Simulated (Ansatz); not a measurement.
The same path of a periodic cell of 19 atoms, Al18W (surface Al(111), adsorbate W) was run twice with different band settings. Lost on the way: Al11–Al13, Al13–Al17, Al14–Al15, Al17–W19, Al18–W19. Made: Al13–Al18, Al15–Al17, Al15–W19, Al16–W19.

Level of theory: DFT PBE-D3(BJ), scalar-relativistic, plane waves, PAW in Ansatz 0.2.0. Settings: PAW set soft_1, cutoff 420 eV, k mesh 4x3x1, gaussian smearing 0.1 eV, no spin polarisation.

Relaxed end points:

```xyz
19
Lattice="5.7276 0.0000 0.0000 4.2957 7.4403 0.0000 0.0000 0.0000 17.6765" Properties=species:S:1:pos:R:3
Al 1.432 0.827 1.000
Al 4.296 0.827 1.000
Al 2.864 3.307 1.000
Al 5.728 3.307 1.000
Al 4.296 5.787 1.000
Al 7.159 5.787 1.000
Al -0.033 1.679 3.247
Al 2.814 1.650 3.310
Al 1.453 4.120 3.321
Al 4.291 4.159 3.345
Al 2.797 6.588 3.355
Al 5.668 6.616 3.378
Al -0.241 0.284 5.484
Al 2.801 -0.006 5.703
Al 1.445 2.400 5.662
Al 4.201 2.599 5.563
Al 3.350 5.186 6.024
Al 6.093 4.792 5.682
W 5.284 6.539 7.226
```

```xyz
19
Lattice="5.7276 0.0000 0.0000 4.2957 7.4403 0.0000 0.0000 0.0000 17.6765" Properties=species:S:1:pos:R:3
Al 1.432 0.827 1.000
Al 4.296 0.827 1.000
Al 2.864 3.307 1.000
Al 5.728 3.307 1.000
Al 4.296 5.787 1.000
Al 7.159 5.787 1.000
Al -0.061 1.630 3.359
Al 2.811 1.658 3.373
Al 1.402 4.159 3.248
Al 4.250 4.131 3.310
Al 2.889 6.602 3.321
Al 5.726 6.641 3.349
Al 0.479 0.227 6.035
Al 3.224 -0.165 5.676
Al 1.203 2.761 5.487
Al 4.237 2.472 5.709
Al 2.888 4.887 5.654
Al 5.642 5.076 5.566
W 6.719 9.012 7.232
```

Common settings: optimiser quadratic models (default); end points relaxed; atoms held 1 to 6.

| run | movable images | climbing image | spring | start path | force threshold | iteration limit |
| --- | --- | --- | --- | --- | --- | --- |
| 1 | 7 | yes | 2.0 eV/Å² | IDPP | 0.03 eV/Å | 24 |
| 2 | 4 | from the first iteration | 5.0 eV/Å² | default | 0.05 eV/Å | 45 |

(1) What does each run give, and how far can it be trusted?

## Answers

(1) Run 1: converged after 10 iterations, highest image 0.354 eV above the first end. Beside the main top the profile has a ripple of under 15 meV (maxima at images 2, 4), which may be a very shallow well or noise. The order of the stationary point at the top wasn't checked.
Run 2: converged after 11 iterations, highest image 0.354 eV above the first end. The order of the stationary point at the top wasn't checked.
Limits of this set-up: coarse k mesh, thin slab, slab without dipole correction.
